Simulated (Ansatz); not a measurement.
Z-matrix (Å, degrees):
```
Si
C 1 1.907
B 1 2.172 2 44.3
C 1 1.930 2 81.9 3 -26.4
H 1 1.484 2 116.4 3 89.1
H 1 1.484 2 115.7 3 -139.6
H 2 1.094 1 102.2 3 114.6
H 2 1.085 1 124.4 3 -118.8
H 3 1.200 1 127.2 2 109.9
C 4 1.511 1 127.9 2 149.4
H 4 1.100 1 96.4 2 -85.1
H 10 1.094 4 111.1 1 -179.0
H 10 1.092 4 110.9 1 -59.9
H 10 1.093 4 112.6 1 60.6
```

Charge 0, multiplicity 1.

Question: List the PBE0/def2-TZVPP orbital energies in eV (Ansatz). (Best estimate.)

Answer: The calculation gave: Occupied: -1802.73, -277.89, -277.87, -277.61, -184.16, -145.05, -99.71, -99.70, -99.69, -21.57, -19.88, -17.24, -14.09, -13.64, -12.23, -11.69, -11.48, -10.48, -10.23, -9.44, -9.00, -7.93, -7.51. Lowest empty: -0.92, 0.31, 1.09, 1.59, 1.72, 2.11, 2.43, 2.79.
